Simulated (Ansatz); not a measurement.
Species: CH4Al, charge 0, multiplicity 2. It need not be the lowest isomer of its formula. 
Structure (B3LYP-D3(BJ)/def2-TZVP (Ansatz, a program for electronic structure) minimum search):
```xyz
6

Al    -0.1553    -0.7257    -0.2821
C      0.3902     1.0380     0.4148
H     -0.0854     1.2043     1.3877
H      0.0248     1.8209    -0.2590
H      1.4665     1.1625     0.5334
H     -1.7285    -0.9816    -0.4832
```
Charge 0, spin multiplicity 2.

Basis-set convergence of Hartree-Fock and CCSD(T) correlation energies (hartree) with Ansatz. Correlated levels leave the core frozen unless marked. UHF or UKS for open shells. Spin-orbit coupling is left out. Non-relativistic.

```csv
basis,functions,E(HF),"E(corr, CCSD(T))"
aug-cc-pV(D+d)Z,91,-282.07935,-0.24719
aug-cc-pV(T+d)Z,193,[?],[?]
```

Question: Fill in the missing entries.

Answer: 
- aug-cc-pV(T+d)Z, E(HF): -282.10001
- aug-cc-pV(T+d)Z, E(corr, CCSD(T)): -0.28621
